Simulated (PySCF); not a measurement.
## Mn (manganese, neutral): UHF calculation

Configuration: [Ar] 3d5 4s2, high-spin 6S determinant. All numbers are calculated (PySCF 2.14, scalar relativity by spin-free X2C-1e, in cc-pVDZ-DK).

```json
{
 "Total energy": "-1157.382338 hartree",
 "One-electron energy": "-1595.0853 hartree",
 "Hartree (Coulomb) energy": "489.1857 hartree",
 "Exchange energy": "-51.4827 hartree",
 "⟨S²⟩": "8.7718",
 "⟨L²⟩": "0.000",
 "Sum of ⟨r⟩": "21.73 bohr",
 "Sum of ⟨r²⟩": "42.81 bohr²",
 "Langevin diamagnetic susceptibility": "-33.9 ×10⁻⁶ cm³/mol",
 "Time after the integrals": "0.11 s of wall time on 1 thread of INTEL(R) XEON(R) PLATINUM 8581C CPU @ 2.30GHz (shared host)"
}
```

```
shell  electrons  mean orbital energy (hartree)  rms radius, mean of both spins (bohr)
 1s α          1                     -242.48051                                 0.0703
 1s β          1                     -242.47741                                 0.0703
 2s α          1                      -29.59200                                  0.302
 2s β          1                      -29.46065                                  0.302
 2p α          3                      -24.94795                                  0.273
 2p β          3                      -24.81676                                  0.273
 3s α          1                       -4.08668                                  0.915
 3s β          1                       -3.68057                                  0.915
 3p α          3                       -2.73787                                  0.989
 3p β          3                       -2.24637                                  0.989
 3d α          5                       -0.62972                                   1.29
 4s α          1                       -0.27804                                   3.63
 4s β          1                       -0.22794                                   3.63
```

Densities and radii are taken from the X2C orbitals without a picture-change correction, which distorts them close to the nucleus.
